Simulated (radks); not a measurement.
Results of a calculation; reference values are marked as such.
Xe LIII, configuration [He]. Level of theory: scalar-relativistic Kohn-Sham, LB94 model potential, spin-polarised, spherical densities, finite nucleus; Fermi nuclear charge, rms radius 4.7859 fm (a radial shooting solver on a logarithmic mesh with Libxc functionals). Some entries of the table are withheld. Estimate them.

orbital  occ.  eigenvalue (eV)  <r^2> (bohr^2)
1s          2              (1)             (2)
2s          0              (3)             (4)
2p          0              (5)             (6)

Answer. 
(1) 1s eigenvalue (eV): -40249.37
(2) 1s <r^2> (bohr^2): 0.0009504
(3) 2s eigenvalue (eV): -10052.91
(4) 2s <r^2> (bohr^2): 0.01338
(5) 2p eigenvalue (eV): -9710.871
(6) 2p <r^2> (bohr^2): 0.01013
